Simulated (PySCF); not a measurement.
[CuI5]3- holds Cu(II), d9, at total charge -3. The structure is a model geometry with rigid ligands and bond lengths from ionic radii, not a minimum; coordination square pyramidal, point group C4v, metal–donor distances 2.73 Å.

The d shell alone is too small an active space for [CuI5]3- (Cu(II) with such soft donors has much ligand-hole, Cu(I)-like character): its levels, fitted parameters, g values and moments show what this model gives and aren't sound predictions.

```
6

Cu    0.000    0.000    0.000
I     0.000    0.000    2.730
I     2.689    0.000   -0.474
I    -2.689    0.000   -0.474
I     0.000    2.689   -0.474
I     0.000   -2.689   -0.474
```

Method (PySCF 2.14, density fitting): CASSCF(9,5) with orbitals averaged over all microstates of the shell, strongly contracted NEVPT2 on the averaged canonical orbitals; basis x2c-TZVPall on the metal, x2c-SVPall elsewhere; spin-free X2C; IEF-PCM water; spin-orbit coupling by state interaction with the mean-field operator over all roots.

(1) What is the ground state?

(2) List the excited states of the same spin.

(3) What ligand-field parameters describe the result?

(4) What magnetic behaviour follows?

The geometry is a model, and the complex may not exist in this form. Ligand-hole states mix strongly into such Cu(II) halides; the d shell alone makes them too ionic, overstates g shifts and moments and can put the wrong state lowest. NEVPT2 lifts 2E from 3858 to 7315 cm⁻¹; on the d shell alone such lifts tend to overshoot.

The job took 88 s on one thread of Arm Neoverse V1 (shared host), with 228 basis functions and a peak of 0.77 GiB, launched as `OMP_NUM_THREADS=1 python lf_run.py task.json out`.

Answers

(1) 2B1 (S = 1/2, orbital degeneracy 1), orbital occupations from the lowest 2.0 2.0 2.0 2.0 1.0, by NEVPT2.

(2) By NEVPT2: 2A1 at 4660 cm⁻¹; 2E at 7315 cm⁻¹ (1367 nm); 2B2 at 7392 cm⁻¹ (1353 nm). The strongest, at 7315 cm⁻¹, has f = 3.7e-05.

(3) At NEVPT2 level: orbital energies 0, 77, 77, 2732, 7392 cm⁻¹; ζ = 772 cm⁻¹ (free ion 818).

(4) The ground doublet has g = 2.153, 2.153, 2.693. μeff is 2.11 μB at 300 K and 2.04 μB at 10 K; the spin-only value is 1.73 μB.
